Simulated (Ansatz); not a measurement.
Consider the redistribution: `C=C[SiH](F)N[SiH2]F` + `O[SiH2]S[SiH2]Cl` → `O[SiH2]S[SiH2]F` + `C=C[SiH](F)N[SiH2]Cl`.

Computed with Ansatz on PBE0-D4/def2-TZVP structures; ΔE is electronic, products minus reactants. CCSD(T)/CBS adds triple-zeta CCSD(T) − MP2 to the extrapolated MP2 energy (def2 sets, frozen cores). Each species was taken in one conformer, which may not be the lowest.

```
               species  CCSD/def2-TZVPP energy (Eh)
 `C=C[SiH](F)N[SiH2]F`                   -912.68227
    `O[SiH2]S[SiH2]Cl`                  -1513.82675
     `O[SiH2]S[SiH2]F`                  -1153.85764
`C=C[SiH](F)N[SiH2]Cl`                  -1272.64908
```

(1) Work out ΔE.

Largest T1 diagnostic among the species: 0.012.

## Answers

(1) ΔE = (-1153.85764) + (-1272.64908) − (-912.68227) − (-1513.82675) = 0.00230 Eh = +0.06 eV. CCSD(T)/CBS gives +0.07 eV.
